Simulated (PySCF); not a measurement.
Gas-phase reaction: C2F6 → CF2 + CF4. Level: PBE0/def2-TZVP; standard pressure 1 bar.

Computed with PySCF and rigid-rotor harmonic-oscillator thermochemistry at 1 bar. All species are closed-shell singlets. The harmonic model lacks anharmonicity and excited electronic states, which grow with temperature; levels with a mode under 35 cm⁻¹ are left out. Internal rotation in C2F6 is treated as a harmonic vibration of one conformer, which makes the entropy rough.

```
T (K)  1000/T (1/K)  log10 K
-----  ------------  -------
1200         0.8333    -1.32
1400         0.7143     0.02
1600         0.6250        ?
1800         0.5556     1.76
2000         0.5000     2.36
2500         0.4000     3.41
```

Q: Fit log10 K = a + b·(1000/T) to the five rows, get the mean ΔH° and ΔS°, and predict log10 K at 1600 K.

A: Means: 1000/T = 0.6006, log10 K = 1.246. Sums of products about the means: Sxy = -1.30580, Sxx = 0.119463, so b = Sxy/Sxx = -10.93 and a = 1.246 − (-10.93)×0.6006 = 7.81.
ΔH° = −R ln 10 × 1000 K × b = −19.145 × (-10.93) = 209 kJ; ΔS° = R ln 10 × a = 150 J/K. The run's own values go from 217 kJ and 155 J/K at 1200 K to 196 kJ and 144 J/K at 2500 K.
Prediction at 1600 K: 7.81 + (-10.93)×0.6250 = 0.98. The computed value is 1.01, 0.03 from the line.
For scale, ΔH°(298 K) is 228 kJ at this level, 213 kJ at ωB97M-V/def2-TZVP†, and runs from 181 to 274 kJ over the 19 levels computed († marks an energy on the PBE0/def2-TZVP geometry).
